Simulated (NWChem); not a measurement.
System: CH₂N, doublet; SMILES C=[N]

Excerpt of the output:

```
             Northwest Computational Chemistry Package (NWChem) 7.3.0
             --------------------------------------------------------

                             Geometry "geometry" -> ""
                             -------------------------

 Output coordinates in angstroms (scale by  1.889725989 to convert to a.u.)

  No.       Tag          Charge          X              Y              Z
 ---- ---------------- ---------- -------------- -------------- --------------
    1 C                    6.0000     0.00000000     0.00000000     0.50664500
    2 N                    7.0000     0.00000000     0.00000000    -0.73568200
    3 H                    1.0000     0.00000000    -0.94346000     1.08908300
    4 H                    1.0000     0.00000000     0.94346000     1.08908300

 Effective nuclear repulsion energy (a.u.)      27.5042878022

                                 NWChem DFT Module
                                 -----------------

 Summary of "ao basis" -> "ao basis" (spherical)
 ------------------------------------------------------------------------------
       Tag                 Description            Shells   Functions and Types
 ---------------- ------------------------------  ------  ---------------------
 C                          cc-pvqz                 15       55   5s4p3d2f1g
 N                          cc-pvqz                 15       55   5s4p3d2f1g
 H                          cc-pvqz                 10       30   4s3p2d1f

 in cosmo_initialize ...
 calling solv_data for solv:h2o

 solvent parameters
 solvname_short: h2o
 solvname_long:  water
 dielec:       78.4000
 dielecinf:     1.7769
 aqueous SMD model solvent descriptors
 dielec:       78.4000
 sola:          0.8200

          ---------------
          -cosmo- solvent
          ---------------
 Cosmo: York-Karplus, doi: 10.1021/jp992097l
 dielectric constant -eps-     =  78.40
 screen = (eps-1)/(eps    )    =   0.98724
 surface charge correction     = lagrangian

   van der Waals surface
 --------------------------

[...]

                                COSMO-SMD solvation results
                                ---------------------------

             internal energy in gas <Psi(g)|H|Psi(g)> =       -93.975031813050
         internal energy in solvent <Psi(s)|H|Psi(s)> =       -93.972386587809
                               delta internal energy  =         0.002645225241 (    1.66 kcal/mol)
   total free energy in solvent <Psi(s)|H+V/2|Psi(s)> =       -93.983532661896
 polarization energy contribution <Psi(s)|V/2|Psi(s)> =        -0.011146074087 (   -6.99 kcal/mol)
    total free energy in solvent including G(SMD-CDS) =       -93.981004543628
                       G(SMD-CDS) energy contribution =         0.002528118268 (    1.59 kcal/mol)
     1 M fixed-concentration free energy of solvation =        -0.005972730578 (   -3.75 kcal/mol)

                    DFT Final Alpha Molecular Orbital Analysis
                    ------------------------------------------

 Vector    6  Occ=1.000000D+00  E=-4.729979D-01
              MO Center=  2.2D-08, -5.9D-09, -6.5D-01, r^2= 1.2D+00
   Bfn.  Coefficient  Atom+Function         Bfn.  Coefficient  Atom+Function
  ----- ------------  ---------------      ----- ------------  ---------------
    69      0.339047  2 N  pz                66      0.263427  2 N  pz
    72      0.221517  2 N  pz                59     -0.192842  2 N  s
    11     -0.169262  1 C  pz                63      0.140086  2 N  pz
     5     -0.135886  1 C  s                 14     -0.123831  1 C  pz
    57     -0.123024  2 N  s                 60     -0.113899  2 N  s

 Vector    7  Occ=1.000000D+00  E=-4.255489D-01
              MO Center= -5.5D-09, -1.7D-09, -2.5D-01, r^2= 1.1D+00
   Bfn.  Coefficient  Atom+Function         Bfn.  Coefficient  Atom+Function
  ----- ------------  ---------------      ----- ------------  ---------------
    67      0.305849  2 N  px                64      0.242461  2 N  px
    12      0.224790  1 C  px                 9      0.187233  1 C  px
    70      0.178818  2 N  px                61      0.128326  2 N  px
    15      0.102322  1 C  px                 6      0.095627  1 C  px

 Vector    8  Occ=1.000000D+00  E=-3.309804D-01
              MO Center=  1.2D-09, -6.0D-09, -1.8D-01, r^2= 1.7D+00
   Bfn.  Coefficient  Atom+Function         Bfn.  Coefficient  Atom+Function
  ----- ------------  ---------------      ----- ------------  ---------------
    68      0.371071  2 N  py                71      0.300031  2 N  py
    65      0.291856  2 N  py               113      0.218327  3 H  s
   143     -0.218327  4 H  s                 62      0.153483  2 N  py
   112      0.109070  3 H  s                114      0.109029  3 H  s
   142     -0.109070  4 H  s                144     -0.109029  4 H  s

 Vector    9  Occ=0.000000D+00  E= 2.247690D-02
              MO Center= -2.3D-09, -1.0D-09,  2.0D-01, r^2= 2.1D+00
   Bfn.  Coefficient  Atom+Function         Bfn.  Coefficient  Atom+Function
  ----- ------------  ---------------      ----- ------------  ---------------
    15      0.633149  1 C  px                70     -0.561163  2 N  px
    12      0.334955  1 C  px                67     -0.264922  2 N  px
     9      0.221030  1 C  px                64     -0.214942  2 N  px
     6      0.110433  1 C  px                61     -0.108743  2 N  px
    86      0.027887  2 N  d  1

[...]
```

Level: M06-2X/cc-pVQZ, spin-unrestricted, SMD on the gas-phase geometry. In the optimisation the excess spin sits in b2 (C2v, its own frame). Geometry: optimised at PBE0/def2-SVP, spin-unrestricted. No stability test was run on the SCF state. Solvent: water.

Task: Which NWChem input produces such a log?

Result: Several could match; the one computed here: the input that was run:
```
start job
memory heap 200 mb stack 900 mb global 1100 mb
geometry units angstroms noautosym nocenter noautoz
  C      0.000000     0.000000     0.506645
  N      0.000000     0.000000    -0.735682
  H      0.000000    -0.943460     1.089083
  H      0.000000     0.943460     1.089083
end
basis spherical
  * library cc-pvqz
end
dft
  odft
  mult 2
  xc m06-2x
  iterations 150
end
cosmo
  do_cosmo_smd true
  solvent water
end
task dft energy
```
